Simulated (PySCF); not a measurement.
The numbers are results of PySCF with PBE-D3(BJ)/def2-TZVP // CAM-B3LYP-D3(BJ)/def2-TZVP, not measurements. Isolated molecules, 0 K electronic values unless said otherwise. One relaxed conformer stands for a flexible species; it need not be the lowest. Delta-SCF ions had no search for a lower state. Excitations are Tamm–Dancoff values on a coarser integration grid. The basis has no diffuse functions, so Rydberg states are missing or too high.

Reference species (SMILES): `C=C(Cl)C[SiH3]` (Cl–C–C–Si torsion 74°) (neutral, multiplicity 1).

```yaml
LUMO: -1.15 eV
T1 excitation (TDA): 4.16 eV
HOMO: -6.10 eV
vertical ionisation energy (Delta-SCF): 9.04 eV
```

Changed species: `C/C(Cl)=C/[SiH3]`.

Task: Predict the effect on the LUMO, T1 excitation (TDA), HOMO and vertical ionisation energy (Delta-SCF).

Result: the LUMO falls by 0.44 eV, to -1.59 eV; the T1 excitation (TDA) falls by 0.13 eV, to 4.03 eV; the HOMO falls by 0.23 eV, to -6.33 eV; the vertical ionisation energy (Delta-SCF) rises by 0.16 eV, to 9.20 eV.
